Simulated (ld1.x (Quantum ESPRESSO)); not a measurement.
## What the settings do to the TM potential of Pb

Base potential:

lead (Pb), norm-conserving Troullier–Martins (Kleinman–Bylander form), made with ld1.x (Quantum ESPRESSO) 7.5 (PBEsol, scalar-relativistic). Core [Xe] 4f14, reference 5d10 6s2 6p0.5 (charge +1.5). Waves: 6s (bound): rc 1.65 bohr; 6p (bound): rc 2.50 bohr; 5d (bound): rc 1.35 bohr. Local part: all-electron potential smoothed inside 2.30 bohr (lloc = -2). Core correction: a·sin(br)/r model core inside 1.35 bohr.

All-electron outer shells of the reference configuration (PBEsol, scalar-relativistic, ld1.x):

| shell | level (eV) | outermost node (bohr) | outermost maximum (bohr) |
| --- | --- | --- | --- |
| 5p | -97.95 | 0.49 | 0.88 |
| 5d | -33.23 | 0.52 | 1.07 |
| 6s | -23.32 | 1.01 | 1.93 |
| 6p | -13.42 | 1.18 | 2.44 |

Cutoffs, loose and tight: the cutoffs (Ry, on a coarse ladder) from which the occupation-weighted sum of valence levels, in a spherical-Bessel basis at the reference potential, stays within 10 and 1 mRy of its value at 400 Ry. They do not see the model core or the augmentation charge, which bear on the density cutoff. Test errors are all-electron minus pseudo excitation energies from the reference, over the configurations 5d10 6s2 6p2; 5d10 6s2 6p1; 5d10 6s2 6p0; 5d10 6s1 6p3; 5d9 6s2 6p2; 5d10 6s1 6p0; 5d10 6s2 6p1.5. A dash means not determined; rows that change the core or the reference have their own tests.

```csv
change,outcome,"cutoff, loose","cutoff, tight",bound ghosts,largest test error (meV)
base,generated,80 Ry,100 Ry,none,-200
core correction none,generated,80 Ry,100 Ry,none,-172
core correction a·sin(br)/r model core inside 0.64 bohr,generated,80 Ry,100 Ry,none,-208
core correction a·sin(br)/r model core inside 0.76 bohr,generated,80 Ry,100 Ry,none,-208
core correction a·sin(br)/r model core inside 1.00 bohr,generated,80 Ry,100 Ry,none,-208
core correction a·sin(br)/r model core inside 1.16 bohr,generated,80 Ry,100 Ry,none,-206
core correction a·sin(br)/r model core inside 1.42 bohr,generated,80 Ry,100 Ry,none,-197
core correction a·sin(br)/r model core inside 1.58 bohr,generated,80 Ry,100 Ry,none,-189
```
